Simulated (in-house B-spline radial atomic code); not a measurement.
Configurations of Ag2+, with energies counted from [Kr] 4d9. Method: scalar-relativistic (X2C) HSE06, spin-polarised, spherical fractional occupations, exact exchange averaged over the configuration, Fermi nucleus of rms radius 4.5454 fm. Calculated with an all-electron radial atomic-structure program (B-spline basis). Shells without spins written out take the highest spin.

Occupations are held fixed; configurations that lie above the ionisation limit could autoionise.

```tsv
configuration	E - E(ref) (eV)	highest orbital	its <r> (bohr)
[Kr] 4d8 5s1	8.2131	5s up	2.449
[Kr] 4d8 5d1	23.342	5d up	4.317
[Ar] 3d10 4s2 4p5 4d9 5p1	69.751	5p up	2.909
[Ar] 3d10 4s2 4p5 4d9 5f1	84.484	5f up	9.202
```

Q: Order these further configurations by energy, lowest first.
A. [Ar] 3d10 4s2 4p5 4d9 5d1
B. [Kr] 4d8 5f1
C. [Ar] 3d10 4s2 4p5 4d10
D. [Ar] 3d10 4s2 4p5 4d9 5s1
E. [Ar] 3d10 4s2 4p5 4d9 4f1

A: B (29.841 eV), C (53.942 eV), D (62.726 eV), A (77.938 eV), E (81.83 eV).
